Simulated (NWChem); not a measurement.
CH$_{4}$Si, singlet; SMILES C[SiH]

Low-valent species are run as closed-shell singlets; no triplet was tried in these runs.

**Question.** Give the equilibrium geometry at PBE-D3(BJ)/def2-SVP (NWChem) as a Z-matrix, with the point group.

**Answer.** point group Cs; any orientation.
```
C
H 1 1.1076
H 1 1.1143 2 108.93
H 1 1.1145 2 108.86 3 -114.02
Si 1 1.9152 2 114.01 4 -122.79
H 5 1.5540 1 93.76 2 -179.76
```
